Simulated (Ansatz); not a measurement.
A nudged elastic band was laid between two geometries of CH₄BClF₂Si (10 atoms, charge 0, multiplicity 1).

Computed with RKS PBE/STO-3G in Ansatz 0.2.0.

```yaml
movable_images: 9
climbing_image: yes
spring: 5.0 eV/Å²
optimiser: quadratic models (default)
start_path: IDPP
force_threshold: 0.05 eV/Å
iteration_limit: 60
end_points: relaxed
```

Initial state:

```xyz
10
Properties=species:S:1:pos:R:3
F -1.504 -1.679 -0.062
C -1.090 -0.655 -0.848
F 0.381 -0.989 -1.341
Cl -2.161 -0.572 -2.385
B 0.088 0.375 -0.545
Si 0.893 0.507 1.254
H 0.168 1.289 -1.285
H 0.188 1.516 2.032
H 0.826 -0.744 1.998
H 2.293 0.900 1.186
```

Final state:

```xyz
10
Properties=species:S:1:pos:R:3
F -2.587 -0.880 -0.695
C -1.303 -0.830 -0.254
F -1.026 -1.991 0.396
Cl 0.205 -0.740 -2.109
B -0.275 0.352 -0.541
Si 1.188 0.618 0.760
H -0.845 1.316 -0.908
H 0.689 1.286 1.955
H 1.793 -0.632 1.197
H 2.244 1.449 0.202
```

Task: Which bonds break or form, and what moves?

Result: Bonds broken: F3–B5. Bonds formed: Cl4–B5. The dihedral F1–C2–B5–H7 goes from -171 to 17°.

Task: What energy profile does the band end with?

Result: The forces met the threshold. The highest image is number 2 of 0 to 10, 0.98 eV above the first end and 1.44 eV above the last; the last end lies 0.46 eV below the first. The profile has 2 maxima (images 2, 7) with wells between them (image 4): this band takes more than one step, which may be the mechanism or a detour left from its start path. A vibrational analysis at the climbing image gives one clearly imaginary mode, 172i cm⁻¹: a first-order saddle point. The orbitals stay closed-shell, which can raise the energy where a bond breaks towards radicals; this wasn't checked here. Limits of this set-up: minimal basis.

```json
{"image": "0", "path coordinate (Å)": "0.00", "energy (eV)": "0.00", "F3–B5 (Å)": "1.61", "Cl4–B5 (Å)": "3.06", "dihedral F1–C2–B5–H7 (°)": "-171"}
{"image": "1", "path coordinate (Å)": "0.77", "energy (eV)": "0.45", "F3–B5 (Å)": "1.83", "Cl4–B5 (Å)": "2.98", "dihedral F1–C2–B5–H7 (°)": "-145"}
{"image": "2", "path coordinate (Å)": "1.54", "energy (eV)": "0.98", "F3–B5 (Å)": "2.49", "Cl4–B5 (Å)": "2.98", "dihedral F1–C2–B5–H7 (°)": "-119"}
{"image": "3", "path coordinate (Å)": "2.26", "energy (eV)": "0.56", "F3–B5 (Å)": "2.62", "Cl4–B5 (Å)": "2.98", "dihedral F1–C2–B5–H7 (°)": "-110"}
{"image": "4", "path coordinate (Å)": "2.98", "energy (eV)": "0.00", "F3–B5 (Å)": "2.64", "Cl4–B5 (Å)": "3.05", "dihedral F1–C2–B5–H7 (°)": "-99"}
{"image": "5", "path coordinate (Å)": "3.70", "energy (eV)": "0.01", "F3–B5 (Å)": "2.64", "Cl4–B5 (Å)": "3.05", "dihedral F1–C2–B5–H7 (°)": "-98"}
{"image": "6", "path coordinate (Å)": "4.42", "energy (eV)": "0.45", "F3–B5 (Å)": "2.62", "Cl4–B5 (Å)": "2.97", "dihedral F1–C2–B5–H7 (°)": "-85"}
{"image": "7", "path coordinate (Å)": "5.14", "energy (eV)": "0.82", "F3–B5 (Å)": "2.60", "Cl4–B5 (Å)": "2.82", "dihedral F1–C2–B5–H7 (°)": "-58"}
{"image": "8", "path coordinate (Å)": "5.86", "energy (eV)": "0.25", "F3–B5 (Å)": "2.60", "Cl4–B5 (Å)": "2.27", "dihedral F1–C2–B5–H7 (°)": "-21"}
{"image": "9", "path coordinate (Å)": "6.58", "energy (eV)": "-0.41", "F3–B5 (Å)": "2.62", "Cl4–B5 (Å)": "1.98", "dihedral F1–C2–B5–H7 (°)": "10"}
{"image": "10", "path coordinate (Å)": "7.30", "energy (eV)": "-0.46", "F3–B5 (Å)": "2.63", "Cl4–B5 (Å)": "1.97", "dihedral F1–C2–B5–H7 (°)": "17"}
```

Task: What is the geometry of the highest image?

Result: 
```xyz
10
Properties=species:S:1:pos:R:3:forces:R:3
F -1.675 -1.415 -0.062 0.00 0.00 0.00
C -0.780 -0.823 -0.962 0.00 0.00 0.00
F 0.244 -1.734 -1.258 0.00 0.00 0.00
Cl -1.771 -0.543 -2.630 0.00 0.00 0.00
B -0.166 0.555 -0.377 -0.01 -0.01 0.00
Si 0.923 0.567 1.260 0.00 0.00 0.00
H -0.374 1.550 -0.978 0.01 0.00 0.00
H 0.481 1.636 2.147 0.00 0.00 0.00
H 0.897 -0.694 1.985 0.00 0.00 0.00
H 2.303 0.850 0.878 0.00 0.00 0.00
```

The band took 24 iterations and roughly 9 core-minutes.

Run time: 8.7 min on 1 CPU thread of a shared host.
